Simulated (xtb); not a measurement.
xtb input (GFN2-xTB):

```bash
xtb mol.xyz --gfn 2 --sp --chrg -1 --uhf 0
```
mol.xyz:
```
10

C     -1.88598064    -0.31591710     0.32158615
Si    -0.49371449     0.79935791    -0.52465016
Si     1.37966223    -0.49266035     0.17246376
H     -1.69265971    -0.57951979     1.36592995
H     -2.84753146     0.20837491     0.28091481
H     -2.00999531    -1.24759002    -0.24096923
H     -0.29759294     1.79175223     0.63444414
H      2.70341472     0.20196668    -0.01653817
H      1.48423806    -1.00823145     1.59288523
H      1.57274218    -1.76501590    -0.61557387
```

Output:

```
           -------------------------------------------------
          |                Calculation Setup                |
           -------------------------------------------------

           -------------------------------------------------
          |                 G F N 2 - x T B                 |
           -------------------------------------------------

        Reference                      10.1021/acs.jctc.8b01176
      * Hamiltonian:
        H0-scaling (s, p, d)           1.850000    2.230000    2.230000
        zeta-weighting                 0.500000
      * Dispersion:
        s8                             2.700000
        a1                             0.520000
        a2                             5.000000
        s9                             5.000000
      * Repulsion:
        kExp                           1.500000    1.000000
        rExp                           1.000000
      * Coulomb:
        alpha                          2.000000
        third order                    shell-resolved
        anisotropic                    true
        a3                             3.000000
        a5                             4.000000
        cn-shift                       1.200000
        cn-exp                         4.000000
        max-rad                        5.000000

          ...................................................
          :                      SETUP                      :
          :.................................................:
          :  # basis functions                  31          :
          :  # atomic orbitals                  29          :
          :  # shells                           15          :
          :  # electrons                        20          :
          :  max. iterations                   250          :
          :  Hamiltonian                  GFN2-xTB          :
          :  restarted?                      false          :
          :  GBSA solvation                  false          :
          :  PC potential                    false          :
          :  electronic temp.          300.0000000     K    :
          :  accuracy                    1.0000000          :
          :  -> integral cutoff          0.2500000E+02      :
          :  -> integral neglect         0.1000000E-07      :
          :  -> SCF convergence          0.1000000E-05 Eh   :
          :  -> wf. convergence          0.1000000E-03 e    :
          :  Broyden damping             0.4000000          :
          :  net charge                         -1          :
          :  unpaired electrons                  0          :
          ...................................................

 iter      E             dE          RMSdq      gap      omega  full diag
   1     -9.2414663 -0.924147E+01  0.869E+00    3.27       0.0  T
   2     -9.3381947 -0.967284E-01  0.772E+00    2.46       1.0  T
   3     -9.3606589 -0.224643E-01  0.478E+00    3.13       1.0  T
   4     -9.3587170  0.194195E-02  0.165E+00    3.01       1.0  T
   5     -9.3635610 -0.484400E-02  0.612E-01    3.21       1.0  T
   6     -9.3636554 -0.943571E-04  0.276E-01    3.21       1.0  T
   7     -9.3636717 -0.163035E-04  0.812E-02    3.20       1.0  T
   8     -9.3636740 -0.237950E-05  0.466E-02    3.21       1.0  T
   9     -9.3636784 -0.434489E-05  0.893E-03    3.21       3.5  T
  10     -9.3636784 -0.657591E-09  0.382E-03    3.21       8.3  T
  11     -9.3636784 -0.138377E-07  0.170E-03    3.21      18.6  T
  12     -9.3636784 -0.772230E-09  0.262E-04    3.21     120.9  T
  13     -9.3636784 -0.196536E-10  0.119E-04    3.21     266.6  T

   *** convergence criteria satisfied after 13 iterations ***

         #    Occupation            Energy/Eh            Energy/eV
      -------------------------------------------------------------
         1        2.0000           -0.4977228             -13.5437
       ...           ...                  ...                  ...
         4        2.0000           -0.2860885              -7.7849
         5        2.0000           -0.2846497              -7.7457
         6        2.0000           -0.2361706              -6.4265
         7        2.0000           -0.2348664              -6.3910
         8        2.0000           -0.1910378              -5.1984
         9        2.0000           -0.1555696              -4.2333
        10        2.0000           -0.1076760              -2.9300 (HOMO)
        11                          0.0102160               0.2780 (LUMO)
        12                          0.0164742               0.4483
        13                          0.0352121               0.9582
        14                          0.0501197               1.3638
        15                          0.0879377               2.3929
       ...                                ...                  ...
        29                          0.8903521              24.2277
      -------------------------------------------------------------
                  HL-Gap            0.1178920 Eh            3.2080 eV
             Fermi-level           -0.0487300 Eh           -1.3260 eV

 SCC (total)                   0 d,  0 h,  0 min,  0.007 sec
 SCC setup                      ...        0 min,  0.000 sec (  2.886%)
 Dispersion                     ...        0 min,  0.000 sec (  0.702%)
 classical contributions        ...        0 min,  0.000 sec (  0.266%)
 integral evaluation            ...        0 min,  0.001 sec ( 14.851%)
 iterations                     ...        0 min,  0.004 sec ( 51.117%)
 molecular gradient             ...        0 min,  0.002 sec ( 26.895%)
 printout                       ...        0 min,  0.000 sec (  1.558%)

         :::::::::::::::::::::::::::::::::::::::::::::::::::::
         ::                     SUMMARY                     ::
         :::::::::::::::::::::::::::::::::::::::::::::::::::::
         :: total energy              -9.279850689118 Eh    ::
         :: gradient norm              0.043746121652 Eh/a0 ::
         :: HOMO-LUMO gap              3.208004682259 eV    ::
         ::.................................................::
         :: SCC energy                -9.363673732897 Eh    ::
         :: -> isotropic ES            0.105426989276 Eh    ::
         :: -> anisotropic ES          0.000918227348 Eh    ::
         :: -> anisotropic XC         -0.006637361611 Eh    ::
         :: -> dispersion             -0.008997630608 Eh    ::
         :: repulsion energy           0.083823043779 Eh    ::
         :: add. restraining           0.000000000000 Eh    ::
         :: total charge              -1.000000000000 e     ::
         :::::::::::::::::::::::::::::::::::::::::::::::::::::

           -------------------------------------------------
          |                Property Printout                |
           -------------------------------------------------

    * Orbital Energies and Occupations

         #    Occupation            Energy/Eh            Energy/eV
      -------------------------------------------------------------
         1        2.0000           -0.4977228             -13.5437
         2        2.0000           -0.4097433             -11.1497
         3        2.0000           -0.3585341              -9.7562
         4        2.0000           -0.2860885              -7.7849
         5        2.0000           -0.2846497              -7.7457
         6        2.0000           -0.2361706              -6.4265
         7        2.0000           -0.2348664              -6.3910
         8        2.0000           -0.1910378              -5.1984
         9        2.0000           -0.1555696              -4.2333
        10        2.0000           -0.1076760              -2.9300 (HOMO)
        11                          0.0102160               0.2780 (LUMO)
        12                          0.0164742               0.4483
        13                          0.0352121               0.9582
        14                          0.0501197               1.3638
        15                          0.0879377               2.3929
        16                          0.1276708               3.4741
        17                          0.1422193               3.8700
        18                          0.1850980               5.0368
        19                          0.2130891               5.7984
        20                          0.2418715               6.5817
        21                          0.3511041               9.5540
       ...                                ...                  ...
        29                          0.8903521              24.2277
      -------------------------------------------------------------
                  HL-Gap            0.1178920 Eh            3.2080 eV
             Fermi-level           -0.0487300 Eh           -1.3260 eV

     #   Z          covCN         q      C6AA      α(0)
     1   6 C        3.630    -0.151    23.880     7.036
     2  14 Si       2.661     0.040   197.003    30.823
     3  14 Si       3.621     0.317   102.481    19.427
     4   1 H        0.924    -0.065     4.490     3.314
     5   1 H        0.924    -0.079     4.885     3.456
     6   1 H        0.924    -0.081     4.934     3.474
     7   1 H        0.887    -0.255    16.084     6.277
     8   1 H        0.903    -0.263    17.084     6.467
     9   1 H        0.900    -0.201    10.874     5.160
    10   1 H        0.902    -0.262    16.921     6.436

 Mol. C6AA /au·bohr⁶  :       2564.278625
 Mol. C8AA /au·bohr⁸  :      92721.874128
 Mol. α(0) /au        :         91.869090

Wiberg/Mayer (AO) data.
largest (>0.10) Wiberg bond orders for each atom

 ---------------------------------------------------------------------------
     #   Z sym  total        # sym  WBO       # sym  WBO       # sym  WBO
 ---------------------------------------------------------------------------
     1   6 C    3.877 --     5 H    1.008     6 H    1.008     4 H    1.000
                             2 Si   0.814
     2  14 Si   2.824 --     3 Si   1.109     7 H    0.880     1 C    0.814
     3  14 Si   3.763 --     2 Si   1.109     9 H    0.876    10 H    0.859
                             8 H    0.858
     4   1 H    0.996 --     1 C    1.000
     5   1 H    0.994 --     1 C    1.008
     6   1 H    0.993 --     1 C    1.008
     7   1 H    0.935 --     2 Si   0.880
     8   1 H    0.931 --     3 Si   0.858
     9   1 H    0.960 --     3 Si   0.876
    10   1 H    0.931 --     3 Si   0.859
 ---------------------------------------------------------------------------

Topologies differ in total number of bonds
Writing topology from bond orders to xtbtopo.mol

molecular dipole:
                 x           y           z       tot (Debye)
 q only:       -0.273       0.378      -0.798
   full:       -0.321      -0.395       0.264       1.457
molecular quadrupole (traceless):
                xx          xy          yy          xz          yz          zz
 q only:       -9.782       2.563       2.016       1.027      -1.374       7.765
  q+dip:       -6.723       3.353       0.445       0.023       1.306       6.277
   full:       -5.496       5.150       1.295      -2.100       2.582       4.200

           -------------------------------------------------
          | TOTAL ENERGY               -9.279850689118 Eh   |
          | GRADIENT NORM               0.043746121652 Eh/α |
          | HOMO-LUMO GAP               3.208004682259 eV   |
           -------------------------------------------------

------------------------------------------------------------------------
------------------------------------------------------------------------
 total:
 SCF:
Note: The following floating-point exceptions are signalling: IEEE_UNDERFLOW_FLAG IEEE_DENORMAL
normal termination of xtb
```

It need not be the lowest isomer of its formula. Whether it binds its extra electron was not tested at this geometry.
